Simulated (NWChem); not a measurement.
System: CH$_{3}$N$_{2}$S, doublet; SMILES [NH]C(N)=S

```xyz
7

N      1.2733    -0.9109    -0.0421
C      0.0699    -0.4174     0.0450
N     -1.0124    -1.2228     0.0247
S     -0.0905     1.2954    -0.0063
H      1.9766    -0.2417     0.2768
H     -0.8580    -2.2127    -0.1234
H     -1.9160    -0.8316    -0.2002
```
Atoms are numbered in this order, from 1.

All runs: NWChem. Spin-unrestricted. Medium grid unless said otherwise, to which SCAN and Minnesota functionals are sensitive. The geometry was optimised at PBE0/def2-SVP, spin-unrestricted. No stability test was run on the SCF state. Total energies of different functionals are on different scales.

```json
[
 {"level": "B3LYP/def2-TZVP", "energy (Ha)": "-547.6580", "highest occupied level (eV)": "-6.72", "lowest empty minus highest occupied level, either spin (eV)": "2.34", "dipole (D)": "2.10", "<S²>": "0.764"},
 {"level": "PBE/def2-TZVP", "energy (Ha)": "-547.2994", "highest occupied level (eV)": "[?]", "lowest empty minus highest occupied level, either spin (eV)": "[?]", "dipole (D)": "2.18", "<S²>": "0.755"},
 {"level": "SCAN/def2-TZVP", "energy (Ha)": "-547.6110", "highest occupied level (eV)": "-5.96", "lowest empty minus highest occupied level, either spin (eV)": "1.21", "dipole (D)": "2.18", "<S²>": "0.768"},
 {"level": "M06-L/def2-TZVP", "energy (Ha)": "-547.6080", "highest occupied level (eV)": "-5.79", "lowest empty minus highest occupied level, either spin (eV)": "0.92", "dipole (D)": "2.22", "<S²>": "0.761"},
 {"level": "LDA (Slater exchange, PW92)/def2-TZVP", "energy (Ha)": "-545.0284", "highest occupied level (eV)": "-5.82", "lowest empty minus highest occupied level, either spin (eV)": "0.45", "dipole (D)": "2.19", "<S²>": "0.753"},
 {"level": "B97-2/def2-TZVP", "energy (Ha)": "-547.6108", "highest occupied level (eV)": "-6.67", "lowest empty minus highest occupied level, either spin (eV)": "2.40", "dipole (D)": "2.13", "<S²>": "0.764"}
]
```

Q: Fill in the missing entries.

A: 
- PBE/def2-TZVP, highest occupied level (eV): -5.69
- PBE/def2-TZVP, lowest empty minus highest occupied level, either spin (eV): 0.68
